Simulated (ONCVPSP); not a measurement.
## Bi: ONCV pseudisation with LDA (Perdew-Wang 92), scalar-relativistic reference atom.

bismuth, optimised norm-conserving Vanderbilt (ONCV), made with ONCVPSP 4.0.1 (LDA (Perdew-Wang 92), scalar-relativistic). Core [Kr] 4d10 4f14, reference 5s2 5p6 5d10 6s2 6p2 (charge +1). Waves: 5s+6s: rc 1.05 bohr, ncon 3, nbas 7, qcut 8.6 1/bohr, 2 projectors; 5p+6p: rc 1.70 bohr, ncon 5, nbas 8, qcut 8.4 1/bohr, 2 projectors; 5d: rc 1.90 bohr, ncon 4, nbas 9, qcut 8.5 1/bohr, 2 projectors, debl 2.3 Ha. Local part: polynomial inside 0.75 bohr (lpopt 5, dvloc0 3 Ha). Core correction: Teter function, fcfact 2.5, rcfact 1.1.

Poles of the logarithmic derivatives, all-electron (AE) and pseudo (PS). Narrow ghost or core levels that the grid stepped over were put in at their known energies. s: poles at -2.8 (AE) and -7.4, -2.8 (PS) Ha. p: poles at -3.6 (AE) and -3.6, 4.5 (PS) Ha. d: poles at -0.9 (AE) and -0.9 (PS) Ha. Test radii: s 1.07, p 1.72, d 1.93 bohr.

- Cutoffs needed: 39 Ha and 136 Ha (the cutoffs (Ha) at which the residual kinetic energy of the hardest occupied pseudo-wave falls to 1 and 0.1 mHa per electron)
- Ghost test: ghosts flagged at negative energy: s at -202.4 eV; GHOST(+) flagged for p at 141.2 eV; a true bound ghost makes a file unfit for plane-wave use
- Largest excitation error: -21 meV (all-electron minus pseudo) for 5s2 5p6 5d10 6s2 6p0, out of 4 test configurations
- rms error of d²Exc/dni dnj: 5.36 mHa without and 3.52 mHa with the model core
